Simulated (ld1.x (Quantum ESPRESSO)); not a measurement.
## u(r) = r·R(r): atom against pseudo-atom (Al)

Columns: radius, all-electron u(r) and pseudo u(r) of the 3s shell (level -7.79 eV) of aluminium in the configuration [Ne] 3s2 3p1; PW91, scalar-relativistic, TM scheme, ld1.x (Quantum ESPRESSO) 7.5.

```tsv
r (bohr)	all-electron	pseudo
0.115	0.0943	0.0220
0.230	-0.1370	0.0450
0.345	-0.2747	0.0702
0.460	-0.2909	0.0987
0.575	-0.2257	0.1316
0.690	-0.1179	0.1702
0.805	0.0060	0.2152
0.920	0.1299	0.2669
1.035	0.2448	0.3246
1.150	0.3463	0.3864
1.265	0.4325	0.4491
1.380	0.5036	0.5088
1.495	0.5605	0.5615
1.610	0.6045	0.6046
1.725	0.6368	0.6368
1.840	0.6586	0.6586
1.955	0.6710	0.6710
2.070	0.6753	0.6753
2.185	0.6728	0.6728
2.300	0.6645	0.6645
2.415	0.6515	0.6515
2.530	0.6347	0.6347
2.645	0.6150	0.6150
2.760	0.5930	0.5930
2.875	0.5693	0.5693
2.990	0.5446	0.5446
```

(1) How many radial nodes do the two functions have?

(2) At about which radius was the pseudo-wave matched?

(3) Is the pseudo-wave norm-conserving?

Answers

(1) The all-electron 3s function has n − l − 1 = 2; the pseudo-wave has 0, since the states of the same l below it are removed with the core.

(2) 1.80 bohr. The columns agree to 0.0005 from 1.61 bohr on; several derivatives are matched, so the curves merge somewhat inside the radius.

(3) Yes: the TM scheme keeps the norm inside the radius equal to the all-electron one, which fixes the energy derivative of the logarithmic derivative at the level.
